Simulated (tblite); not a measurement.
Compound: C8H9P.
Structure used (GFN2-xTB), in Å, numbered top down from 1:
```
atom  x, y, z in Å
C1     2.3369    0.6548    0.1611
C2     2.4255   -0.5408   -0.5318
C3     1.2802   -1.2635   -0.8264
C4     0.0508   -0.7786   -0.4158
C5    -0.0429    0.4299    0.2772
C6     1.1044    1.1431    0.5685
C7    -1.4402    0.8148    0.6630
C8    -2.3846    0.0689   -0.2829
P9    -1.5792   -1.5570   -0.7164
H10    3.2333    1.2146    0.3841
H11    3.3901   -0.9094   -0.8482
H12    1.3412   -2.1944   -1.3712
H13    1.0393    2.0773    1.1084
H14   -1.6190    0.4984    1.6965
H15   -1.5923    1.8943    0.6131
H16   -3.3778   -0.0875    0.1399
H17   -2.5036    0.6271   -1.2173
H18   -1.6708   -2.0858    0.5865
```

Calculated harmonic vibrations of the isolated species, GFN2-xTB (tblite), most abundant isotopes, no scaling. The method is semi-empirical: single wavenumbers can be off by several per cent or more. Modes of hydrogen on phosphorus can be 10 to 20 % off. One conformer, not necessarily the lowest.

Harmonic wavenumbers (cm⁻¹): 129.3, 143.7, 232.0, 315.6, 386.0, 432.7, 449.8, 478.4, 558.6, 649.6, 676.7, 693.6, 747.0, 758.9, 810.2, 849.8, 863.4, 881.3, 912.0, 928.3, 981.4, 1016.9, 1047.0, 1083.8, 1106.7, 1144.1, 1160.2, 1179.8, 1224.5, 1242.0, 1258.2, 1287.8, 1331.4, 1435.4, 1446.3, 1451.5, 1466.9, 1581.1, 1593.8, 2184.2, 2926.5, 2942.8, 2979.6, 2983.5, 3069.5, 3074.6, 3081.8, 3091.6.

A = 2858, B = 1229, C = 883.6 MHz; mass 136.044 u (most abundant isotopes); point group C1, symmetry number 1.

Q: Zero-point energy?

A: Half the sum of the wavenumbers: 31135 cm⁻¹ = 372.46 kJ/mol.

Q: What is S at 350 K and 1 bar for an ideal gas of classical rigid rotors and harmonic oscillators?

A: Translation 173.46, rotation 123.45, vibration 85.74: S = 382.7 J/(mol K).

Q: And Cp and H(350 K) − H(0)?

A: Cp = 161.88 J/(mol K), of which vibrations give 128.62 (their classical limit is 48 R = 399.1); H(350 K) − H(0) = 30.20 kJ/mol without the zero-point energy, 18.56 from vibrations.

Q: What must be added to the electronic energy to get the Gibbs energy at 350 K and 1 bar?

A: ZPE + [H(350 K) − H(0)] − T·S = 372.46 + 30.20 − 133.93 = 268.73 kJ/mol.

Q: How do the functions run with temperature in this model?

A: 
```json
{"T (K)": "150", "S (J/(mol K))": "290.5", "Cp (J/(mol K))": "71.1", "H − H(0) (kJ/mol)": "7.16", "G − H(0) (kJ/mol)": "-36.41", "ln q(vib)": "0.87"}
{"T (K)": "250", "S (J/(mol K))": "336.5", "Cp (J/(mol K))": "114.6", "H − H(0) (kJ/mol)": "16.36", "G − H(0) (kJ/mol)": "-67.77", "ln q(vib)": "2.24"}
{"T (K)": "298.15", "S (J/(mol K))": "358.7", "Cp (J/(mol K))": "137.6", "H − H(0) (kJ/mol)": "22.43", "G − H(0) (kJ/mol)": "-84.51", "ln q(vib)": "3.02"}
{"T (K)": "400", "S (J/(mol K))": "405.7", "Cp (J/(mol K))": "183.8", "H − H(0) (kJ/mol)": "38.85", "G − H(0) (kJ/mol)": "-123.44", "ln q(vib)": "4.87"}
{"T (K)": "600", "S (J/(mol K))": "494.3", "Cp (J/(mol K))": "252.9", "H − H(0) (kJ/mol)": "83.01", "G − H(0) (kJ/mol)": "-213.57", "ln q(vib)": "8.94"}
{"T (K)": "900", "S (J/(mol K))": "609.8", "Cp (J/(mol K))": "315.1", "H − H(0) (kJ/mol)": "169.11", "G − H(0) (kJ/mol)": "-379.73", "ln q(vib)": "15.26"}
```

q(vib) and H(0) count from the zero-point level.

Q: Blend soft modes into free rotors: weight 1/[1 + (100 cm⁻¹/ν̃)⁴] for the oscillator and the rest for a rotor with moment μB/(μ + B), μ = h/(8π²ν), B = 10⁻⁴⁴ kg m². What vibrational entropy results?

A: 84.91 J/(mol K) in place of 85.74, which changes −T·S at 350 K by +0.29 kJ/mol.

Q: Which modes carry the vibrational entropy at 350 K?

A: 129.3 cm⁻¹: 13.67; 143.7 cm⁻¹: 12.81; 232.0 cm⁻¹: 9.02; 315.6 cm⁻¹: 6.71; 386.0 cm⁻¹: 5.30; 432.7 cm⁻¹: 4.54 J/(mol K); the other 42 give 33.70 together.

Hindered rotation and anharmonicity are outside this model. Other conformers, if any are populated, would add a mixing term that is left out. The structure is chiral; the term R ln 2 for an equal mix with its mirror image is left out.
